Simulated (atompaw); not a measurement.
u(r) = r·R(r): atom against pseudo-atom (Au (Z = 79))

Columns: radius, all-electron u(r) and pseudo u(r) of the 6s shell (level -9.74 eV) of gold in the configuration [Xe] 4f14 5d10 6s0.5 6p0; LDA (PW92), scalar-relativistic, PAW (atompaw) scheme, atompaw 4.2.0.5.

```json
{"r (bohr)": "0.106", "all-electron": "-0.1024", "pseudo": "0.0539"}
{"r (bohr)": "0.212", "all-electron": "0.0217", "pseudo": "0.1075"}
{"r (bohr)": "0.317", "all-electron": "0.2072", "pseudo": "0.1599"}
{"r (bohr)": "0.423", "all-electron": "0.0862", "pseudo": "0.2118"}
{"r (bohr)": "0.529", "all-electron": "-0.1276", "pseudo": "0.2623"}
{"r (bohr)": "0.635", "all-electron": "-0.2772", "pseudo": "0.3112"}
{"r (bohr)": "0.740", "all-electron": "-0.3234", "pseudo": "0.3577"}
{"r (bohr)": "0.846", "all-electron": "-0.2836", "pseudo": "0.4024"}
{"r (bohr)": "0.952", "all-electron": "-0.1876", "pseudo": "0.4447"}
{"r (bohr)": "1.058", "all-electron": "-0.0638", "pseudo": "0.4842"}
{"r (bohr)": "1.163", "all-electron": "0.0666", "pseudo": "0.5204"}
{"r (bohr)": "1.269", "all-electron": "0.1929", "pseudo": "0.5539"}
{"r (bohr)": "1.375", "all-electron": "0.3069", "pseudo": "0.5841"}
{"r (bohr)": "1.481", "all-electron": "0.4053", "pseudo": "0.6108"}
{"r (bohr)": "1.587", "all-electron": "0.4869", "pseudo": "0.6339"}
{"r (bohr)": "1.692", "all-electron": "0.5519", "pseudo": "0.6532"}
{"r (bohr)": "1.798", "all-electron": "0.6027", "pseudo": "0.6689"}
{"r (bohr)": "1.904", "all-electron": "0.6400", "pseudo": "0.6808"}
{"r (bohr)": "2.010", "all-electron": "0.6657", "pseudo": "0.6889"}
{"r (bohr)": "2.115", "all-electron": "0.6812", "pseudo": "0.6930"}
{"r (bohr)": "2.221", "all-electron": "0.6883", "pseudo": "0.6934"}
{"r (bohr)": "2.327", "all-electron": "0.6883", "pseudo": "0.6899"}
{"r (bohr)": "2.433", "all-electron": "0.6823", "pseudo": "0.6826"}
{"r (bohr)": "2.538", "all-electron": "0.6716", "pseudo": "0.6716"}
{"r (bohr)": "2.644", "all-electron": "0.6569", "pseudo": "0.6569"}
{"r (bohr)": "2.750", "all-electron": "0.6391", "pseudo": "0.6391"}
```

(1) How many radial nodes do the two functions have?

(2) Where does each function peak?

(3) Is the pseudo-wave norm-conserving?

Answers

(1) The all-electron 6s function has n − l − 1 = 5 (the table is too coarse to show those close to the nucleus); the pseudo-wave has 0, since the states of the same l below it are removed with the core.

(2) Outermost all-electron maximum near 2.22 bohr, pseudo maximum near 2.22 bohr (to the table’s step).

(3) No, it belongs to a PAW set: the norm inside the radius is not constrained, and the difference is carried by the augmentation charge.
